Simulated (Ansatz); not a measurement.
The cation of `OBCF` at the neutral geometry.

```yaml
crystal:
  periodic: [false, false, false]
  atoms:
    - {symbol: O, position_ang: [-0.242210, 1.079490, -1.168597]}
    - {symbol: B, position_ang: [0.106698, 0.597613, 0.045448]}
    - {symbol: C, position_ang: [-0.021407, -0.954833, 0.254082]}
    - {symbol: F, position_ang: [0.362024, -1.355093, 1.527500]}
    - {symbol: H, position_ang: [-0.147107, 2.031211, -1.246331]}
    - {symbol: H, position_ang: [0.494300, 1.326984, 0.916608]}
    - {symbol: H, position_ang: [0.595505, -1.497464, -0.474339]}
    - {symbol: H, position_ang: [-1.055704, -1.284907, 0.089731]}
basis:
  gaussian: {orbitals: def2-TZVPP}
total_charge: 1
magnetization: {spin_polarized: true, initial_magnetization: 1}
hamiltonian: {xc: {name: wB97M-V}}
```

```sh
$ ansatz run in.yaml --threads 2 --pin off --events-out ev --progress --plain --max-ram 4352MiB
```

Output, abridged:

```
Functional definition: wB97M-V
892 factors; their error is unknown
223 factors; integrals over basis functions are off by at most 9.1e-6 eV
mean field evaluation 1: about -6523.3513 eV, gradient 5.4e1 eV
mean field evaluation 2: about -6518.4371 eV, gradient 6.8e1 eV
mean field evaluation 4: about -6532.6374 eV, gradient 2.0e0 eV
mean field evaluation 8: about -6532.6736 eV, gradient 2.0e-1 eV
mean field evaluation 16: about -6532.6790 eV, gradient 1.3e-3 eV
mean field -6532.67896349 eV, -240.0715238994 hartree, gradient 3.1e-5 eV, S^2 0.753336; 2 other end points of the search recorded, 0 dependent functions left out
reference -6532.67900362 eV, -240.0715253741 hartree; 16, 15 occupied and 164, 165 virtual orbitals, 892 factors
Total energy: -6532.67900362 eV, -240.0715253741 hartree
```

Hardware: 2 threads of an Arm Neoverse V1 on a shared host. Wall time 22 s, peak host memory 0.55 GiB.
